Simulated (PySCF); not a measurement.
A structure optimised at PBE-D3(BJ)/def2-SVP, used in a PySCF frequency run:

```xyz
8

O     -1.2685     0.8525    -1.2817
Sn     0.0121     0.0144    -0.0143
O      0.8946     1.3977     1.1066
O      1.3679    -1.0562    -0.9961
F     -0.9891    -1.1885     1.1648
H     -1.7785     0.1428    -1.7224
H      0.2144     1.8245     1.6661
H      1.9111    -1.5432    -0.3437
```
Charge 0, spin multiplicity 1.

**Question.** Write its SMILES and formula.

**Answer.** [OH][Sn]([OH])([OH])[F], FH₃O₃Sn

**Question.** What are its rotational constants (standard atomic weights)?

**Answer.** 2.7157, 2.7130, 2.6708 GHz
